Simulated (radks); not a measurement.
Question: The selenium anion Se2-, [Kr], held by a Watson sphere: a shell of charge +2 at radius R that stands for the Madelung well of a crystal (potential energy -2/R inside, -2/r outside, in hartree with lengths in bohr). All-electron calculation, scalar-relativistic Kohn-Sham, LB94 model potential, spin-polarised, spherical densities, point nucleus. Program: a radial shooting solver on a logarithmic mesh with Libxc functionals. Response by self-consistent Sternheimer equations with the Hartree and adiabatic LDA kernel, the relativistic mass of each level held fixed and spin-orbit coupling left out. The sphere does not respond.

| R (bohr) | e(3d) (eV) | e(4s) (eV) | e(4p) (eV) | <r> 4p (bohr) | sum of <r^2> (bohr^2) | X-ray form factor at sin(theta)/lambda = 0.2 1/angstrom | alpha (bohr^3) |
|---|---|---|---|---|---|---|---|
| 2.4 | -60.899 | -22.333 | -11.755 | 2.319 | 53.79 | 27.224 | 32.53 |
| 2.65 | -60.413 | -21.562 | -11.141 | 2.379 | 56.07 | 27.147 | 37.17 |
| 3.33 | -59.218 | -19.798 | -9.550 | 2.520 | 61.71 | 27.041 | 52.63 |
| 3.73 | -58.554 | -18.944 | -8.710 | 2.586 | 64.63 | 27.022 | 63.58 |
| 4.46 | -57.435 | -17.642 | -7.378 | 2.683 | 69.29 | 27.019 | 86.91 |
| 4.63 | -57.195 | -17.378 | -7.104 | 2.701 | 70.26 | 27.021 | 92.97 |
| 4.67 | -57.140 | -17.317 | -7.041 | 2.705 | 70.48 | 27.021 | 94.42 |
| 5.1 | -56.573 | -16.708 | -6.407 | 2.747 | 72.77 | 27.027 | 111.0 |

Estimate the row for R = 2.74 bohr.

Answer: e(3d) (eV) -60.248; e(4s) (eV) -21.302; e(4p) (eV) -10.922; <r> 4p (bohr) 2.400; sum of <r^2> (bohr^2) 56.86; X-ray form factor at sin(theta)/lambda = 0.2 1/angstrom 27.125; alpha (bohr^3) 38.98.
